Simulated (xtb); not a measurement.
Cl3Sn, charge -1, singlet, at a GFN2-xTB geometry (such geometries of metal compounds can be far from the true shape); GFN1-xTB (xtb 6.7.1).

Here is a job for xtb.
```
$ xtb mol.xyz --gfn 1 --chrg -1 --etemp 5000 --json

# file mol.xyz
4

Sn    -0.00024598     0.00560843     0.57812327
Cl    -1.94257826    -1.06785136    -0.55730815
Cl     0.05159000     2.20812614    -0.58824027
Cl     1.89171173    -1.15677018    -0.55481414
```

It wrote (shortened):

```
   ID    Z sym.   atoms
    1   50 Sn     1
    2   17 Cl     2-4

           -------------------------------------------------
          |                Calculation Setup                |
           -------------------------------------------------

           -------------------------------------------------
          |                 G F N 1 - x T B                 |
           -------------------------------------------------

          ...................................................
          :                      SETUP                      :
          :.................................................:
          :  # basis functions                  40          :
          :  # atomic orbitals                  36          :
          :  # shells                           12          :
          :  # electrons                        26          :
          :  # halogen bonds                     0          :
          :  max. iterations                   250          :
          :  Hamiltonian                  GFN1-xTB          :
          :  restarted?                      false          :
          :  GBSA solvation                  false          :
          :  PC potential                    false          :
          :  electronic temp.         5000.0000000     K    :
          :  accuracy                    1.0000000          :
          :  -> integral cutoff          0.2500000E+02      :
          :  -> integral neglect         0.1000000E-07      :
          :  -> SCF convergence          0.1000000E-05 Eh   :
          :  -> wf. convergence          0.2000000E-04 e    :
          :  Broyden damping             0.4000000          :
          :  net charge                         -1          :
          :  unpaired electrons                  0          :
          ...................................................

 iter      E             dE          RMSdq      gap      omega  full diag
   1    -15.6950741 -0.156951E+02  0.552E+00    6.61       0.0  T
   2    -15.6973473 -0.227315E-02  0.290E+00    6.32       1.0  T
   3    -15.6973558 -0.847987E-05  0.513E-01    6.28       1.0  T
   4    -15.6973611 -0.535304E-05  0.122E-02    6.30       4.1  T
   5    -15.6973611 -0.116456E-08  0.337E-03    6.30      14.9  T
   6    -15.6973611 -0.194042E-09  0.537E-05    6.30     930.9  T
   7    -15.6973611 -0.360956E-11  0.152E-06    6.30   32819.3  T

   *** convergence criteria satisfied after 7 iterations ***

         :::::::::::::::::::::::::::::::::::::::::::::::::::::
         ::                     SUMMARY                     ::
         :::::::::::::::::::::::::::::::::::::::::::::::::::::
         :: total energy             -15.696374056737 Eh    ::
         :: gradient norm              0.009818784709 Eh/a0 ::
         :: HOMO-LUMO gap              6.295655196472 eV    ::
         ::.................................................::
         :: SCC energy               -15.697361115458 Eh    ::
         :: -> electrostatic           0.086735533577 Eh    ::
         :: repulsion energy           0.003073797959 Eh    ::
         :: dispersion energy         -0.002086739238 Eh    ::
         :: halogen bond corr.         0.000000000000 Eh    ::
         :: add. restraining           0.000000000000 Eh    ::
         :: total charge              -1.000000000000 e     ::
         :::::::::::::::::::::::::::::::::::::::::::::::::::::

           -------------------------------------------------
          |                Property Printout                |
           -------------------------------------------------

    * Orbital Energies and Occupations

         #    Occupation            Energy/Eh            Energy/eV
      -------------------------------------------------------------
         1        2.0000           -0.7980475             -21.7160
         2        2.0000           -0.7167945             -19.5050
         3        2.0000           -0.7167945             -19.5050
         4        2.0000           -0.7007479             -19.0683
         5        1.9999           -0.3446570              -9.3786
         6        1.9999           -0.3446570              -9.3786
         7        1.9999           -0.3315335              -9.0215
         8        1.9998           -0.3225949              -8.7783
         9        1.9998           -0.3225949              -8.7783
        10        1.9997           -0.3163065              -8.6071
        11        1.9997           -0.3163065              -8.6071
        12        1.9997           -0.3155635              -8.5869
        13        1.9986           -0.2923698              -7.9558 (HOMO)
        14        0.0013           -0.0610088              -1.6601 (LUMO)
        15        0.0013           -0.0610088              -1.6601
        16        0.0004           -0.0417003              -1.1347
        17                          0.1076765               2.9300
        18                          0.1076765               2.9300
        19                          0.1082543               2.9458
        20                          0.1435945               3.9074
        21                          0.1435945               3.9074
        22                          0.1470412               4.0012
        23                          0.1470501               4.0014
        24                          0.1470501               4.0014
       ...                                ...                  ...
        36                          0.5485761              14.9275
      -------------------------------------------------------------
                  HL-Gap            0.2313611 Eh            6.2957 eV
             Fermi-level           -0.1772929 Eh           -4.8244 eV

  Mulliken/CM5 charges         n(s)   n(p)   n(d)
     1Sn    0.47093  0.48309   1.999  1.172  0.358
     2Cl   -0.49031 -0.49436   1.954  5.540 -0.003
     3Cl   -0.49031 -0.49436   1.954  5.540 -0.003
     4Cl   -0.49031 -0.49436   1.954  5.540 -0.003

Wiberg/Mayer (AO) data.
largest (>0.10) Wiberg bond orders for each atom

 ---------------------------------------------------------------------------
     #   Z sym  total        # sym  WBO       # sym  WBO       # sym  WBO
 ---------------------------------------------------------------------------
     1  50 Sn   2.510 --     2 Cl   0.837     3 Cl   0.837     4 Cl   0.837
     2  17 Cl   0.869 --     1 Sn   0.837
     3  17 Cl   0.869 --     1 Sn   0.837
     4  17 Cl   0.869 --     1 Sn   0.837
 ---------------------------------------------------------------------------

Topologies differ in total number of bonds
Writing topology from bond orders to xtbtopo.mol

 dipole moment from electron density (au)
     X       Y       Z
  -0.0012   0.0276   2.8426  total (Debye):    7.225

           -------------------------------------------------
          | TOTAL ENERGY              -15.696374056737 Eh   |
          | GRADIENT NORM               0.009818784709 Eh/α |
          | HOMO-LUMO GAP               6.295655196472 eV   |
           -------------------------------------------------

normal termination of xtb
```
